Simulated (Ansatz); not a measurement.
Basis sets compared for [Eu(NH3)6]3+ (EuN6H18³⁺). The state is a septet with charge 3. Geometry PBE-D4/def2-SVP. Ansatz on 4 threads of Arm Neoverse V1 on a shared host; times are rough, and most runs start from earlier orbitals.

```xyz
25

Eu   -0.001    0.000    0.001
N     0.419    0.207    2.560
H    -0.366   -0.084    3.172
H     0.630    1.173    2.875
H     1.223   -0.346    2.913
N    -0.407   -0.212   -2.560
H     0.365    0.118   -3.169
H    -1.235    0.306   -2.912
H    -0.573   -1.184   -2.882
N    -2.475    0.533    0.602
H    -3.030   -0.301    0.876
H    -3.026    0.951   -0.171
H    -2.619    1.192    1.390
N     2.469   -0.532   -0.621
H     2.608   -1.258   -1.348
H     3.051   -0.864    0.171
H     2.997    0.284   -0.986
N    -0.185   -2.549    0.492
H    -0.337   -2.796    1.487
H     0.641   -3.115    0.224
H    -0.971   -3.016    0.001
N     0.178    2.552   -0.472
H     0.224    2.816   -1.474
H     1.021    2.997   -0.063
H    -0.603    3.127   -0.105
```

In the def2 sets Eu takes a core potential; there is no spin–orbit coupling. With an open 4f shell the SCF may have ended on a state above the lowest. At PBE-D4/def2-SVP, PBE-D4/def2-TZVP the charge 3 septet is spin-contaminated (final ⟨S²⟩ up to 12.23, 12.00 for a pure state). No other spin state of charge 3 was run.

| level | functions | energy (Eh) | HOMO (eV) | LUMO (eV) | wall time |
| --- | --- | --- | --- | --- | --- |
| PBE-D4/def2-SVP | 251 | -1048.2917 | -18.86 | -18.49 | 13 s |
| PBE0-D4/def2-SVP | 251 | -1048.2485 | -21.00 | -17.54 | 73 s |

Question: Estimate the rows for PBE-D4/def2-TZVP, PBE0-D4/def2-TZVP (with forces).

Answer: 
```json
{"level": "PBE-D4/def2-TZVP", "functions": "386", "energy (Eh)": "-1048.7047", "HOMO (eV)": "-18.93", "LUMO (eV)": "-18.55", "wall time": "24 s"}
{"level": "PBE0-D4/def2-TZVP (with forces)", "functions": "386", "energy (Eh)": "-1048.6489", "HOMO (eV)": "-21.02", "LUMO (eV)": "-17.43", "wall time": "8.9 min"}
```
